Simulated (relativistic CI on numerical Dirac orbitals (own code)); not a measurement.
V⁺ in a cubic cluster: 2p photoemission with charge transfer

Computed with a charge-transfer multiplet model of a cubic metal-ligand cluster with up to one ligand hole, Slater and spin-orbit integrals from Dirac-Coulomb-Breit ions, Slater integrals scaled by 0.7. The ground state mixes d4 with configurations of k ligand holes L, whose averages lie at kΔ + k(k − 1)U_dd/2; a core hole lowers each added d electron by U_cd. 20 K, Lorentzian 0.6 eV and Gaussian 0.8 eV FWHM.

Atomic integrals in eV (Slater integrals scaled, ζ unscaled), ground: F2dd 5.287, F4dd 3.249, zeta_d 0.015; with the core hole: F2dd 6.869, F4dd 4.275, zeta_d 0.030, zeta_core 4.613, F2cd 3.776, G1cd 2.721, G3cd 1.543.

Cluster parameters (eV): Δ = 9, U_dd = 4.6, U_cd = 5.1, 10Dq = 0.7, 10Dq(ligand) = 0.1, final-state hopping factor = 1.

| Case | n_d | d4 | d5L | S |
| --- | --- | --- | --- | --- |
| V(eg) = 1.85 eV, V(t2g) = -0.92 eV | 4.10 | 0.90 | 0.10 | 2.00 |
| V(eg) = 2.45 eV, V(t2g) = -1.22 eV | 4.15 | 0.85 | 0.15 | 2.00 |
| V(eg) = 2.75 eV, V(t2g) = -1.37 eV | 4.17 | 0.83 | 0.17 | 2.00 |

Weights, n_d and S are thermal averages at 20 K. Binding energies count from the first peak over 30 % of the highest in each spectrum, which can be another peak from case to case. The parameters are a model scan and need not match a compound or its usual spin state. Peaks in eV (height, largest 100):
- V(eg) = 1.85 eV, V(t2g) = -0.92 eV: 0.0 (100), 7.8 (61)
- V(eg) = 2.45 eV, V(t2g) = -1.22 eV: 0.0 (100), 7.7 (62)
- V(eg) = 2.75 eV, V(t2g) = -1.37 eV: 0.0 (100), 7.8 (62)

For the case V(eg) = 2.45 eV, V(t2g) = -1.22 eV, Δ = 9 eV is larger than U_dd = 4.6 eV, the Mott-Hubbard side of the Zaanen-Sawatzky-Allen scheme. With the core hole the average of the configuration with one ligand hole lies at Δ − U_cd = 3.9 eV before mixing: the effective hopping of about 4.7 eV (from the holes of the mixed ground state) is comparable with this gap or larger, so the configurations mix strongly.

With at most 1 ligand hole the space is cut while the next configuration still counts, so covalency is underestimated, and a final configuration with one more ligand hole, which can lie low, is missing from the spectra.
